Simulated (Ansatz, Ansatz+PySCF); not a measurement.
```xyz
2

B     0.0000    0.0000   -0.7239
B     0.0000    0.0000    0.7239
```

Basis set: def2-SVP (spherical functions). Correlated methods keep 2 orbitals frozen. Charge 0, multiplicity 3.

Computed with Ansatz (development build ahead of 0.2.0); each method stands on the lowest determinant of its kind that the runs found.

Give the atomization energy at this shape (free ground-state atoms in the same class of orbitals less the molecule, no zero-point energy) of triplet B₂ by full CI (lowest root of this spin), UHF-CCSD(T), UHF-CCSD, UHF-MP2, UHF.

```json
{"method": "full CI (lowest root of this spin)", "atomization energy": "55.80 kcal/mol"}
{"method": "UHF-CCSD(T)", "atomization energy": "53.77 kcal/mol"}
{"method": "UHF-CCSD", "atomization energy": "50.53 kcal/mol"}
{"method": "UHF-MP2", "atomization energy": "57.64 kcal/mol"}
{"method": "UHF", "atomization energy": "55.47 kcal/mol"}
```

Caution: the shape is not the minimum. Caution for UHF-CCSD(T), UHF-CCSD, UHF-MP2, UHF: the determinant breaks the point group; the unrestricted determinant is a mixture of spin states.
